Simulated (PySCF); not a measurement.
H₄O₄Si. Atoms are numbered in the order given.

```xyz
9

O     -1.1422    -0.8122     0.8747
Si     0.0000     0.0000     0.0000
O      0.8122    -1.1422    -0.8747
O     -0.8122     1.1422    -0.8747
O      1.1422     0.8122     0.8747
H     -0.8885    -1.6952     1.1682
H      1.6952    -0.8885    -1.1682
H     -1.6952     0.8885    -1.1682
H      0.8885     1.6952     1.1682
```

The structure is a stationary point at B3LYP-D3(BJ)/def2-SVP. The isomer is the one that the SMILES or the coordinates give; other isomers of the formula were not compared. The values are those of a single conformer.

Calculation: PySCF with B3LYP/def2-TZVP.

Symmetry labels are those of the subgroup C2 that the program uses (full group S4).

List the valence orbital energies around the gap with their symmetry. (Estimate from the structure and the level; the computed values follow.)


```json
[
 {"orbital": "HOMO−7", "symmetry": "A", "energy (eV)": "-10.97"},
 {"orbital": "HOMO−6", "symmetry": "A", "energy (eV)": "-10.48"},
 {"orbital": "HOMO−5", "symmetry": "B", "energy (eV)": "-10.34"},
 {"orbital": "HOMO−4", "symmetry": "B", "energy (eV)": "-10.34"},
 {"orbital": "HOMO−3", "symmetry": "A", "energy (eV)": "-9.71"},
 {"orbital": "HOMO−2", "symmetry": "A", "energy (eV)": "-9.60"},
 {"orbital": "HOMO−1", "symmetry": "B", "energy (eV)": "-8.85"},
 {"orbital": "HOMO", "symmetry": "B", "energy (eV)": "-8.85"},
 {"orbital": "LUMO", "symmetry": "A", "energy (eV)": "-0.02"},
 {"orbital": "LUMO+1", "symmetry": "B", "energy (eV)": "1.29"},
 {"orbital": "LUMO+2", "symmetry": "B", "energy (eV)": "1.29"},
 {"orbital": "LUMO+3", "symmetry": "A", "energy (eV)": "1.40"}
]
```
